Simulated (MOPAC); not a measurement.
A run for MOPAC: PM3 on CH7BSi (SMILES CB[SiH3]), a point of a torsion scan.

```
PM3 1SCF PRECISE CHARGE=0 THREADS=1
CH7BSi

C     -1.51707591 1     0.12443087 1     0.32351828 1
B     -0.30777517 1    -0.23598228 1    -0.61090506 1
Si     1.55349157 1    -0.03743873 1    -0.02044329 1
H     -2.35121704 1    -0.57082847 1     0.22836488 1
H     -1.91018485 1     1.09051793 1    -0.00404809 1
H     -1.27760774 1     0.22358228 1     1.38035857 1
H     -0.57396604 1    -0.57835518 1    -1.70434200 1
H      1.78837865 1    -0.44303182 1     1.37555368 1
H      2.54698216 1    -0.79405912 1    -0.79872630 1
H      2.00713606 1     1.36310450 1    -0.09058589 1
```

The log:

```
*******************************************************************************
 **                                                                           **
 **                              MOPAC v23.2.5                                **
 **                                                                           **
 *******************************************************************************
 ** MOPAC's Digital Object Identifier: https://doi.org/10.5281/zenodo.6511958 **
 **                                                                           **
 ** Please cite the open-source release paper for use of this MOPAC version:  **
 ** J. E. Moussa and J. J. P. Stewart (2026)                                  **
 ** MOPAC: An open-source semiempirical molecular orbital program             **
 ** J. Open Source Softw., 11(119), 8025, https://doi.org/10.21105/joss.08025 **
 *******************************************************************************

                              PM3 CALCULATION RESULTS

 *******************************************************************************
 *  PM3        - The PM3 Hamiltonian to be used
 *
 *
 *
 *                 CHARGE ON SYSTEM = 0
 *
 *
 *
 *  PRECISE    - TIGHTER CRITERIA TO BE USED
 *  1SCF       - DO 1 SCF AND THEN STOP
 *  THREADS=1  - MULTI-THREADING NOT USED
 *  T=         - A TIME OF 172800.0 SECONDS REQUESTED
 *  DUMP=N     - RESTART FILE WRITTEN EVERY 7200.0 SECONDS REQUESTED
 *******************************************************************************
PM3 1SCF PRECISE CHARGE=0 THREADS=1
 CH7BSi

   ATOM   CHEMICAL          X               Y               Z
  NUMBER   SYMBOL      (ANGSTROMS)     (ANGSTROMS)     (ANGSTROMS)

     1       C         -1.51707591  *   0.12443087  *   0.32351828  *
     2       B         -0.30777517  *  -0.23598228  *  -0.61090506  *
     3      Si          1.55349157  *  -0.03743873  *  -0.02044329  *
     4       H         -2.35121704  *  -0.57082847  *   0.22836488  *
     5       H         -1.91018485  *   1.09051793  *  -0.00404809  *
     6       H         -1.27760774  *   0.22358228  *   1.38035857  *
     7       H         -0.57396604  *  -0.57835518  *  -1.70434200  *
     8       H          1.78837865  *  -0.44303182  *   1.37555368  *
     9       H          2.54698216  *  -0.79405912  *  -0.79872630  *
    10       H          2.00713606  *   1.36310450  *  -0.09058589  *



          CARTESIAN COORDINATES

    NO.       ATOM           X           Y           Z

     1         C         -1.5171      0.1244      0.3235
     2         B         -0.3078     -0.2360     -0.6109
     3        Si          1.5535     -0.0374     -0.0204
     4         H         -2.3512     -0.5708      0.2284
     5         H         -1.9102      1.0905     -0.0040
     6         H         -1.2776      0.2236      1.3804
     7         H         -0.5740     -0.5784     -1.7043
     8         H          1.7884     -0.4430      1.3756
     9         H          2.5470     -0.7941     -0.7987
    10         H          2.0071      1.3631     -0.0906

  H: (PM3): J. J. P. STEWART, J. COMP. CHEM. 10, 209 (1989).
  B: (PM3): J. J. P. STEWART, J. MOL. MOD., 10, 155-164 (2004)
  C: (PM3): J. J. P. STEWART, J. COMP. CHEM. 10, 209 (1989).
 Si: (PM3): J. J. P. STEWART, J. COMP. CHEM. 10, 209 (1989).

           Empirical Formula: C H7 B Si  =    10 atoms



      MOLECULAR POINT GROUP   :   C1


      RHF CALCULATION, NO. OF DOUBLY OCCUPIED LEVELS = 9


 -------------------------------------------------------------------------------
 PM3 1SCF PRECISE CHARGE=0 THREADS=1
 CH7BSi



     1SCF WAS SPECIFIED, SO BFGS WAS NOT USED
     SCF FIELD WAS ACHIEVED


                              PM3 CALCULATION
                                                       MOPAC v23.2.5 Linux




          FINAL HEAT OF FORMATION =         20.83679 KCAL/MOL =      87.18112 KJ/MOL


          COSMO AREA              =        116.64 SQUARE ANGSTROMS
          COSMO VOLUME            =        105.04 CUBIC ANGSTROMS

          IONIZATION POTENTIAL    =         10.480979 EV
          HOMO LUMO ENERGIES (EV) =        -10.481  0.473
          NO. OF FILLED LEVELS    =          9
          MOLECULAR WEIGHT        =         57.9618         POINT GROUP:  C1

          MOLECULAR DIMENSIONS (Angstroms)

            Atom       Atom       Distance
            H     9    H     4     5.00970
            H     7    H     8     3.50545
            H     4    H    10     2.08629


          SCF CALCULATIONS        =          1





   ATOM   CHEMICAL          X               Y               Z
  NUMBER   SYMBOL      (ANGSTROMS)     (ANGSTROMS)     (ANGSTROMS)

     1       C         -1.51707591  *   0.12443087  *   0.32351828  *
     2       B         -0.30777517  *  -0.23598228  *  -0.61090506  *
     3      Si          1.55349157  *  -0.03743873  *  -0.02044329  *
     4       H         -2.35121704  *  -0.57082847  *   0.22836488  *
     5       H         -1.91018485  *   1.09051793  *  -0.00404809  *
     6       H         -1.27760774  *   0.22358228  *   1.38035857  *
     7       H         -0.57396604  *  -0.57835518  *  -1.70434200  *
     8       H          1.78837865  *  -0.44303182  *   1.37555368  *
     9       H          2.54698216  *  -0.79405912  *  -0.79872630  *
    10       H          2.00713606  *   1.36310450  *  -0.09058589  *

                             CARTESIAN COORDINATES

   1    C       -1.517075910     0.124430870     0.323518280
   2    B       -0.307775170    -0.235982280    -0.610905060
   3   Si        1.553491570    -0.037438730    -0.020443290
   4    H       -2.351217040    -0.570828470     0.228364880
   5    H       -1.910184850     1.090517930    -0.004048090
   6    H       -1.277607740     0.223582280     1.380358570
   7    H       -0.573966040    -0.578355180    -1.704342000
   8    H        1.788378650    -0.443031820     1.375553680
   9    H        2.546982160    -0.794059120    -0.798726300
  10    H        2.007136060     1.363104500    -0.090585890


           Empirical Formula: C H7 B Si  =    10 atoms



      MOLECULAR POINT GROUP   :   C1


                  EIGENVALUES
 -30.95908 -19.47758 -16.41069 -14.40621 -13.90137 -12.71482 -11.76025 -11.06208
 -10.48098   0.47306   0.61668   1.98303   2.08160   2.35299   4.29456   4.44167
   4.48624   4.71917   5.20357


              NET ATOMIC CHARGES AND DIPOLE CONTRIBUTIONS

  ATOM NO.   TYPE          CHARGE      No. of ELECS.   s-Pop       p-Pop
    1          C          -0.199387        4.1994     1.11749     3.08190
    2          B          -0.132939        3.1329     1.11457     2.01837
    3         Si           0.410681        3.5893     0.91074     2.67858
    4          H           0.066312        0.9337     0.93369
    5          H           0.078580        0.9214     0.92142
    6          H           0.054583        0.9454     0.94542
    7          H          -0.005357        1.0054     1.00536
    8          H          -0.095652        1.0957     1.09565
    9          H          -0.098114        1.0981     1.09811
   10          H          -0.078707        1.0787     1.07871
 DIPOLE           X         Y         Z       TOTAL
 POINT-CHG.     0.143     0.323     0.296     0.461
 HYBRID        -0.529     0.180     0.126     0.573
 SUM           -0.386     0.503     0.422     0.762


          ATOMIC ORBITAL ELECTRON POPULATIONS

     Atom    s        px        py        pz
    1  C   1.11749   1.04302   1.00983   1.02905
    2  B   1.11457   0.96010   0.20806   0.85021
    3 Si   0.91074   0.87856   0.90462   0.89540
    4  H   0.93369
    5  H   0.92142
    6  H   0.94542
    7  H   1.00536
    8  H   1.09565
    9  H   1.09811
   10  H   1.07871

 **********************
 *                    *
 * JOB ENDED NORMALLY *
 *                    *
 **********************




 == MOPAC DONE ==
```

The run finished.

Cost: very roughly 0.020 core-seconds.
